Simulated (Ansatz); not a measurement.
Ideal-gas functions of ClFGaHS, SMILES `[F][Ga]([SH])[Cl]` at 400 K and 1 bar, from an Ansatz frequency run at PBE0-D4/def2-TZVP.

Molar mass 157.25 g/mol, point group Cs (symmetry number 1), electronic degeneracy 1, moments of inertia 118.106, 248.158, 366.263 u Å². Harmonic wavenumbers (cm⁻¹, unscaled): 107, 155, 165, 272, 392, 471, 692, 726, 2705.

Use S(trans) = R[1.5 ln M + 2.5 ln T − 1.1517]; rotational temperatures θ = 24.2544 K / I; S(rot) = R[ln(√π/σ · √(T³/θAθBθC)) + 1.5]; for each mode x = 1.438777 ν̃/T, S = R[x/(eˣ − 1) − ln(1 − e⁻ˣ)] and H = RT x/(eˣ − 1); 1 cm⁻¹ = 0.0119627 kJ/mol; R = 8.31446 J/(mol·K).

By hand: the entropy, in J/(mol·K).

Translation 178.0. Rotation: θ = 0.2054, 0.0977, 0.0662 K, giving 119.5. Vibration, mode by mode: 16.30, 13.28, 12.77, 8.82, 6.11, 4.86, 2.59, 2.35, 0.01, in all 67.1. Electronic 0.0. Sum 364.6 J/(mol·K).

By hand: H − E and G − E in kJ/mol, counted from the electronic energy.

Zero-point energy ½ × 5685 × 0.0119627 = 34.0; thermal vibration 13.8; translation, rotation and pV give 4 RT = 13.3. H − E = 61.1 kJ/mol, and G − E = 61.1 − 400 × 364.6/1000 = -84.7 kJ/mol.

Vibration gives 18 % of the entropy, 16.3 J/(mol·K) of it from the mode under 150 cm⁻¹: soft modes count most, and the harmonic formula is weakest for them. The sum counts one conformer and one mirror image; others add a mixing term.
